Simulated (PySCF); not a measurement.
C₄H₅BF₂, SMILES C1(=C)C[C@@H](F)B1F. Atoms are numbered in the order given.

```xyz
12

C      2.4268    -0.3702    -0.4852
C      1.1523    -0.2075    -0.1153
C      0.3466    -0.7587     1.0574
C     -1.0058    -0.4739     0.3491
F     -2.0145     0.0338     1.1213
B     -0.1646     0.4319    -0.6575
F     -0.4586     1.3973    -1.4999
H      2.8109     0.1008    -1.3954
H      3.1334    -0.9757     0.0940
H      0.4415    -0.1088     1.9446
H      0.5385    -1.7993     1.3653
H     -1.3632    -1.3956    -0.1500
```

The structure is a stationary point at PBE0-D3(BJ)/def2-SVP. The structure was generated by enumeration; whether it is a known compound was not checked.

Vertical ionisation energy (IE) and electron affinity (EA) in eV. Rows of orbital energies are one-electron estimates. Where ΔSCF, EOM or ADC give a negative EA the extra electron is unbound and the value depends on the basis.

```json
[
 {"level": "−ε(HOMO), −ε(LUMO), B3LYP/def2-TZVP (PySCF)", "IE": "7.83", "EA": "2.26"},
 {"level": "−ε(HOMO), −ε(LUMO), PBE/def2-TZVP (PySCF)", "IE": "[?]", "EA": "[?]"}
]
```

Question: Some entries are withheld; supply them. (Estimate from the structure and the level; the computed values follow.)

Answer: 
- −ε(HOMO), −ε(LUMO), PBE/def2-TZVP (PySCF), IE: 6.60
- −ε(HOMO), −ε(LUMO), PBE/def2-TZVP (PySCF), EA: 2.98
